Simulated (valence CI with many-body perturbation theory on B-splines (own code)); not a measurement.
The numbers below are computed, except where a source is named.
# Sensitivity of CI+MBPT for Pb LXIX

Method: relativistic CI+MBPT: four valence electrons over a frozen Dirac-Fock core [Ne], a basis of 6 s, 6 p, 5 d, 3 f, 1 g functions for each j, with the one-electron correlation potential Σ1, the two-electron term Σ2, the three-electron term Σ3, Breit, model QED; selected CI, second order for the rest, scaled by the run's own slope (own B-spline code, finite nucleus).

No measured spectrum was set against this ion. As an estimate, large intervals hold to a few tenths of a per cent, small ones and those within an open d or f shell to about a per cent.

The reference run has the lowest level (3s^2 3p1/2^2) J=0 and an ionisation energy of 8520.28 eV. Its largest variational space holds 9998 state functions.

Levels are named by their leading jj configuration (3d3/2^4 stands for four electrons in 3d with j = 3/2), which in mixed levels can hold well under half, so a name can repeat and another be missing.

Changed runs:
A. shift of the energy in Σ1 (hartree) 0 → 28.8
B. core polarisation of operators on → off
C. scale of Σ1 1 → 0; scale of Σ2 1 → 0; three-electron term on → off
D. logarithmic knot step 0.27 → 0.8 (bad on purpose)

Excitation energies of the reference run in cm⁻¹, and shifts in cm⁻¹:

```
                 Level  Reference      A  B      C       D
(3s^2 3p1/2 3p3/2) J=1    4652410   +100  0  -3626     +88
(3s^2 3p1/2 3p3/2) J=2    4736100   +100  0  -3234     +87
(3s 3p1/2^2 3p3/2) J=2    6268570    +18  0   -961    -141
(3s 3p1/2^2 3p3/2) J=1    6509590    +24  0  +1258    -118
(3s^2 3p1/2 3d3/2) J=2    6674510    +51  0  +1389     +14
(3s^2 3p1/2 3d3/2) J=1    7098130    +45  0  +8126     -13
(3s^2 3p1/2 3d5/2) J=2    7913390    +96  0  +2811    +8.9
(3s^2 3p1/2 3d5/2) J=3    7928610    +97  0  +1867     +12
(3s 3p1/2^2 3d3/2) J=1    8331270    -32  0  +4946    -221
(3s 3p1/2^2 3d3/2) J=2    8400680    -32  0  +5428    -220
    (3s^2 3p3/2^2) J=2    9455930   +199  0  -6729    +173
(3s 3p1/2^2 3d5/2) J=3    9526010    +14  0  +5439    -225
Ionisation energy (eV)    8520.28  +0.07  0  -1.17  -0.003
```

No effect on these energies: B.
